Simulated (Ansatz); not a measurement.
Reaction R1 + R2 → P1 + P2, each structure at its B3LYP-D3(BJ)/def2-TZVP stationary point, reached from a drawn start (curvature not checked).
R1, Cl3Ti (SMILES [Cl][Ti]([Cl])[Cl]) (charge 0, multiplicity 2):
```xyz
4

Ti     0.00000     0.00000     0.00000
Cl     2.20204     0.00000     0.00000
Cl    -1.10102     1.90701     0.00000
Cl    -1.10102    -1.90701     0.00000
```
P1, Cl2Ti (SMILES [Cl][Ti][Cl]) (charge 0, multiplicity 3):
```xyz
3

Ti     0.000     0.000     0.000
Cl     0.000     0.000     2.249
Cl     0.000     0.000    -2.249
```
R2: H atom, charge 0, multiplicity 2.
P2: HCl (SMILES Cl), charge 0, multiplicity 1.

P less R. No zero-point or thermal terms; singlets are restricted closed shells; open shells are unrestricted; no spin–orbit coupling. The spin states of the d-block species are the ones drawn and need not be the lowest.

Correlated levels freeze the cores.

Programs: Ansatz (Gaussian orbitals). No computed number here is a measurement.

Question: What is the computed reaction energy (MP2/def2-SVPD)?

Answer: -33 kJ/mol

Question: Estimate the reaction energy that r2SCAN/def2-TZVPPD returns for this input.

Answer: 11 kJ/mol

Question: Estimate the reaction energy that wB97M-V/def2-TZVPPD returns for this input.

Answer: -23 kJ/mol

Ansatz is an electronic-structure program.
